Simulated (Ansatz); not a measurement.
C$_{2}$H$_{2}$ClFSn, SMILES `C#[C][SnH]([F])[Cl]` from Hartree–Fock to CCSD(T)

Cartesian coordinates in Å:
```
C -0.0158 -2.1517 0.3522
C 0.0094 -0.9709 0.1145
Sn 0.0975 1.0395 -0.3033
F -1.6387 1.5315 -0.9208
Cl 0.3831 2.2048 1.6611
H -0.0461 -3.1964 0.5658
H 1.2106 1.5432 -1.4694
```

Total charge 0; spin multiplicity 1. Correlated methods include outer-core shells of Sn, which these sets cover unevenly. Sn takes the def2 core potential. All single points use the PBE0-D4/def2-TZVP geometry. Frozen core, restricted reference, Ansatz 0.2.0.

| basis | HF (Eh) | MP2 corr. |
| --- | --- | --- |
| def2-SVP | -848.89806 | -0.67037 |
| def2-TZVPP | -849.29023 | -1.05257 |
| def2-QZVPP | -849.31389 | -1.32900 |

Estimate the CCSD correlation energy and the (T) correction in each basis where they were run (hartree).


```
     basis  CCSD corr.       (T)
  def2-SVP    -0.70226  -0.02120
def2-TZVPP    -1.07004  -0.04300
```
